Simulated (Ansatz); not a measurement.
Cartesian coordinates in Å:
```
S 2.2285 0.2795 0.1723
C 0.4695 0.4324 0.4609
N -0.3848 0.7992 -0.6610
Ge -0.9276 -0.8398 0.0714
H 2.1337 -0.4284 -0.9644
H 0.3431 0.9782 1.3969
H -0.9382 1.6326 -0.4999
H -0.7239 -2.0016 -0.8946
H -2.2003 -0.8522 0.9184
```

Total charge 0; spin multiplicity 1.

Question: List the r2SCAN/def2-TZVPP orbital energies in eV (the Gaussian-basis code of Ansatz). (An estimate is asked.)

Answer: Ansatz gave: Occupied: -10834.52, -2409.04, -1349.62, -1199.68, -1199.65, -1199.65, -385.27, -274.96, -213.45, -167.82, -157.55, -157.45, -157.29, -117.55, -117.50, -117.48, -30.91, -30.82, -30.81, -30.75, -30.72, -23.56, -19.43, -15.68, -14.30, -12.66, -10.79, -9.46, -9.31, -8.93, -7.53, -6.14, -5.41. Lowest empty: -1.20, -0.06, 0.07, 0.88, 1.05, 1.93, 2.67, 3.04.
